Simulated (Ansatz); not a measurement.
Cartesian coordinates in Å:
```
C 2.686 -0.489 1.600
O 1.437 -0.552 1.005
Y -0.363 -0.490 0.067
N -1.654 -2.197 0.312
O -1.057 1.041 -1.074
C -1.452 2.128 -1.833
H 3.257 -1.411 1.430
H 2.604 -0.351 2.686
H 3.282 0.346 1.206
H -1.461 -3.036 0.846
H -2.578 -2.324 -0.085
H -1.597 3.022 -1.211
H -2.400 1.933 -2.353
H -0.704 2.381 -2.597
```

Charge 0, multiplicity 1. Y: def2 effective core potential.

Question: List the PBE/def2-TZVPP orbital energies in eV (the Gaussian-basis code of Ansatz). (Estimate.)

Answer: Ansatz gave: Occupied: -509.17, -509.17, -378.83, -269.54, -269.54, -46.88, -27.00, -26.53, -26.50, -23.58, -23.15, -19.18, -15.76, -15.57, -10.59, -10.48, -10.26, -10.23, -10.22, -10.22, -9.84, -7.64, -6.14, -5.89, -5.84, -5.82, -5.17. Lowest empty: -2.06, -0.15, 0.01, 0.02, 0.15, 0.17, 0.25, 1.13.
